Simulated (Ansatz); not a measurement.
Steps of a relaxation of `[CH2][SiH](N)F` radical with UKS PBE-D4/def2-SVP.

```sh
$ ansatz run in.yaml --threads 4 --pin off --events-out ev --progress --plain --max-ram 10444MiB
```

```yaml
crystal:
  periodic: [false, false, false]
  atoms:
    - {symbol: C, position_ang: [-0.573300, 1.243400, -0.501400]}
    - {symbol: Si, position_ang: [0.456600, -0.120500, -0.296400]}
    - {symbol: N, position_ang: [0.099400, -0.816300, 1.194100]}
    - {symbol: F, position_ang: [0.158000, -1.226400, -1.373700]}
    - {symbol: H, position_ang: [-1.233400, 1.346200, -1.417000]}
    - {symbol: H, position_ang: [-0.647500, 2.079700, 0.236500]}
    - {symbol: H, position_ang: [1.921900, 0.216100, -0.359000]}
    - {symbol: H, position_ang: [0.733600, -1.643800, 1.271600]}
    - {symbol: H, position_ang: [-0.826900, -1.124700, 1.228200]}
basis:
  gaussian: {orbitals: def2-SVP}
magnetization: {spin_polarized: true, initial_magnetization: 1}
hamiltonian: {xc: pbe, dispersion: d4}
relax: {f_tol: 0.03, max_steps: 200}
```

Positions (Å) and forces (eV/Å) along the path, 8 of 8 steps:

```xyz
9
step=1 energy=-13186.6641 eV
C    -0.573    1.243   -0.501   -2.538    3.020   -1.174
Si    0.457   -0.120   -0.296    2.461    0.128    1.109
N     0.099   -0.816    1.194    2.857   -0.569    1.395
F     0.158   -1.226   -1.374   -0.388   -1.811   -2.541
H    -1.233    1.346   -1.417    0.462    0.115    0.756
H    -0.647    2.080    0.236   -0.003   -0.334   -0.366
H     1.922    0.216   -0.359    0.047   -0.072   -0.008
H     0.734   -1.644    1.272   -0.569    0.359    0.457
H    -0.827   -1.125    1.228   -2.330   -0.836    0.373
9
step=2 energy=-13187.1234 eV
C    -0.605    1.287   -0.534   -1.144    1.256   -0.533
Si    0.443   -0.136   -0.302    1.217   -0.009    0.826
N     0.134   -0.864    1.224    0.628   -0.357    0.357
F     0.178   -1.220   -1.459   -0.246   -0.806   -1.348
H    -1.223    1.435   -1.448    0.178   -0.001    0.240
H    -0.680    2.114    0.198    0.034   -0.091   -0.039
H     1.910    0.197   -0.360   -0.008   -0.012    0.007
H     0.759   -1.680    1.347   -0.252    0.177    0.257
H    -0.828   -1.179    1.319   -0.408   -0.155    0.233
9
step=3 energy=-13187.2666 eV
C    -0.640    1.308   -0.557   -0.150    0.087   -0.023
Si    0.440   -0.163   -0.318    0.225   -0.163    0.186
N     0.159   -0.907    1.236   -0.291   -0.127   -0.254
F     0.188   -1.188   -1.587   -0.052    0.046   -0.026
H    -1.196    1.502   -1.491    0.027   -0.043   -0.010
H    -0.717    2.114    0.192    0.005   -0.007    0.058
H     1.904    0.183   -0.362   -0.026   -0.033    0.001
H     0.768   -1.710    1.439   -0.022    0.112    0.071
H    -0.817   -1.185    1.430    0.285    0.127   -0.004
9
step=4 energy=-13187.2764 eV
C    -0.642    1.296   -0.561    0.167   -0.063    0.151
Si    0.469   -0.164   -0.324   -0.294    0.008    0.034
N     0.150   -0.922    1.202   -0.151    0.121   -0.145
F     0.131   -1.120   -1.623    0.136   -0.172   -0.129
H    -1.160    1.495   -1.513   -0.017    0.022   -0.016
H    -0.762    2.054    0.226   -0.099    0.158    0.051
H     1.938    0.144   -0.367    0.000   -0.046   -0.002
H     0.784   -1.665    1.500    0.086   -0.092    0.104
H    -0.819   -1.165    1.443    0.171    0.065   -0.049
9
step=5 energy=-13187.2892 eV
C    -0.641    1.301   -0.551    0.102   -0.093    0.065
Si    0.461   -0.174   -0.342   -0.153    0.003    0.019
N     0.147   -0.915    1.191    0.014   -0.055   -0.059
F     0.158   -1.146   -1.645    0.053    0.025    0.038
H    -1.156    1.512   -1.502   -0.016    0.040   -0.016
H    -0.783    2.050    0.248   -0.022    0.002   -0.025
H     1.933    0.121   -0.374    0.007   -0.003   -0.025
H     0.787   -1.646    1.518   -0.037    0.050    0.006
H    -0.818   -1.150    1.441    0.052    0.031   -0.004
9
step=6 energy=-13187.2919 eV
C    -0.642    1.295   -0.552    0.092   -0.136    0.042
Si    0.457   -0.180   -0.350   -0.088   -0.007    0.016
N     0.157   -0.912    1.186    0.070   -0.013   -0.029
F     0.150   -1.159   -1.645    0.037    0.015    0.007
H    -1.086    1.566   -1.521   -0.038    0.033   -0.109
H    -0.859    1.990    0.273   -0.023    0.078    0.093
H     1.929    0.112   -0.398    0.017   -0.003   -0.034
H     0.787   -1.649    1.516   -0.017    0.037    0.005
H    -0.804   -1.109    1.473   -0.050   -0.004    0.009
9
step=7 energy=-13187.2938 eV
C    -0.645    1.288   -0.550   -0.044    0.069   -0.018
Si    0.451   -0.187   -0.356    0.006   -0.011    0.014
N     0.159   -0.910    1.184   -0.013   -0.009    0.011
F     0.145   -1.168   -1.648    0.004   -0.005   -0.010
H    -1.038    1.607   -1.533    0.025   -0.020    0.052
H    -0.901    1.955    0.293    0.012   -0.036   -0.033
H     1.923    0.103   -0.422    0.003    0.001   -0.011
H     0.795   -1.631    1.532    0.007    0.004   -0.001
H    -0.801   -1.103    1.481    0.000    0.007   -0.005
9
step=8 energy=-13187.2940 eV
C    -0.646    1.287   -0.550    0.008    0.003    0.002
Si    0.449   -0.190   -0.358   -0.015    0.015   -0.002
N     0.160   -0.906    1.186    0.018    0.001   -0.008
F     0.137   -1.176   -1.645    0.004    0.000   -0.002
H    -1.005    1.632   -1.535   -0.001   -0.004   -0.002
H    -0.931    1.929    0.301    0.001   -0.008   -0.001
H     1.922    0.098   -0.437   -0.006   -0.004    0.002
H     0.800   -1.623    1.536   -0.008   -0.003    0.007
H    -0.799   -1.099    1.484   -0.001   -0.001    0.003
```

Run time 12 s (4 threads of an Arm Neoverse V1 on a shared host); peak host memory 0.17 GiB.
